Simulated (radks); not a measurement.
Results of a calculation; reference values are marked as such.
Fe, 26 electrons, occupied as [Ar] 3d6 4s2 (the NIST ground configuration). Level of theory: scalar-relativistic Kohn-Sham, BLYP, spin-polarised, spherical densities, point nucleus; open shells are filled with parallel spins first (a radial shooting solver on a logarithmic mesh with Libxc functionals).

Unscreened Slater integrals over Kohn-Sham orbitals (cm^-1). They are taken over the spin-up orbitals.

| integral | value |
|---|---|
| F0(4s,4s) | 67890 |
| F0(4s,3d) | 86702 |
| G2(4s,3d) | 10752 |
| F0(4s,3p) | 88898 |
| G1(4s,3p) | 4742.8 |
| F0(3d,3d) | 185710 |
| F2(3d,3d) | 83954 |
| F4(3d,3d) | 51875 |
| F0(3d,3p) | 205770 |
| F2(3d,3p) | 95640 |
| G1(3d,3p) | 118520 |
| G3(3d,3p) | 71411 |
| F0(3p,3p) | 231950 |
| F2(3p,3p) | 115800 |

Derived for the open shells (J is the average intra-shell exchange parameter used in DFT+U). 3d: Racah B = F2/49 - 5 F4/441 = 1125 cm^-1, C = 35 F4/441 = 4117 cm^-1, C/B = 3.66, F4/F2 = 0.618, J = (F2 + F4)/14 = 9702 cm^-1.
